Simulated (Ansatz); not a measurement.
Reaction (SMILES): O[Si](O)(O)F [fluoro(trihydroxy)silane] -> [O][Si](O)(O)F + H atom (the H-O bond at the site shown breaks; other sites are not compared here)
Geometries: B3LYP-D3(BJ)/def2-TZVP minima from Ansatz (a program for electronic structure), one conformer each, not searched for the lowest. Frequencies are from Ansatz.

Quantity: bond dissociation energy (enthalpy at 298 K, with B3LYP-D3(BJ) rigid-rotor harmonic-oscillator terms), in kcal/mol. Valence correlation only, unless marked. Open shells are spin-unrestricted. Spin-orbit coupling is left out. No relativistic terms. Basis-set limits of correlation are two-point, X^-3; Hartree-Fock from the larger set (for Q and 5 zeta extrapolated as (X+1)exp(-9√X)).

```
level                                        program  bond dissociation energy (kcal/mol)
------------------------------------  --------------  -----------------------------------
HF/cc-pV(D+d)Z                                Ansatz                                 86.4
PBE/def2-TZVPD                                Ansatz                                117.1
PBE-D3(BJ)/def2-TZVPD                 Ansatz + dftd3                                117.5
PBE0/def2-QZVPP                               Ansatz                                118.8
BHLYP-D3(BJ)/def2-TZVPD               Ansatz + dftd3                                116.5
r2SCANh-D4/def2-TZVPD                 Ansatz + dftd4                                117.5
r2SCAN0/def2-TZVPD                            Ansatz                                117.2
HSE06-D4/def2-TZVPD                   Ansatz + dftd4                                118.5
LC-wPBE/def2-TZVPD                            Ansatz                                119.7
B2PLYP-D4/def2-TZVPD                  Ansatz + dftd4                                120.7
RPA@PBE/cc-pV(Q+d)Z                           Ansatz                                120.0
RI-MP2/cc-pV(Q+d)Z                            Ansatz                                128.6
CCSD/CBS(cc-pV(Q+d)Z,cc-pV(5+d)Z)             Ansatz                                123.3
CCSD(T)/CBS(cc-pV(T+d)Z,cc-pV(Q+d)Z)          Ansatz                                125.1
CCSD(T)/CBS(cc-pV(Q+d)Z,cc-pV(5+d)Z)          Ansatz                                124.9
```
